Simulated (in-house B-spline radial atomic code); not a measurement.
## Ionising Cu V (Cu4+) with different functionals

Computed with a radial B-spline atomic code at the basis-set limit: four-component Dirac-Coulomb Hamiltonian, Fermi nucleus of rms radius 3.8823 fm, spin-restricted, spherical fractional occupations for the functionals. The ionisation energy is the difference of two self-consistent energies, [Ar] 3d7 → [Ar] 3d6, without Breit or QED terms; ε is the level of the shell that loses the electron (mean over j). The electron is taken from both j subshells in proportion to 2j + 1, so the result is a j average, not the step between ground levels.

Hybrids are left out here: with spherical fractional occupations of an open shell their exact exchange keeps a self-interaction that integer-occupation calculations don't have.

```tsv
method	rung	ΔSCF (eV)	-ε(3d) (eV)
LDA VWN5	LDA	83.27	71.26
relativistic LDA	LDA	83.29	71.28
LDA PW92	LDA	83.26	71.25
LDA exchange-only	LDA	81.31	69.35
PBE	GGA	82.95	70.93
PBEsol	GGA	82.91	70.89
BLYP	GGA	82.89	70.89
RPBE	GGA	82.86	70.84
PW91	GGA	83.09	71.06
BP86	GGA	83.00	70.98
AM05	GGA	?	?
OLYP	GGA	?	?
```

(1) What does OLYP give?

(2) What does AM05 give?

(3) How do they compare with the NIST value?

Answers

(1) ΔSCF 83.34 eV, and -ε(3d) = 71.27 eV.

(2) ΔSCF 82.94 eV, and -ε(3d) = 70.92 eV.

(3) NIST lists 79.8 eV ± 0.7 (semi-empirical, ground level to ground level). Errors run from +1.51 to +3.54 eV. The correlated functionals all miss on the same side by more than they spread, so the cause is common to them (Breit-QED terms, spin polarisation, the choice among j levels, multiplet and fine-structure energies, or a listed next ion that isn't the cheapest removal here) and closeness doesn't rank the functionals.
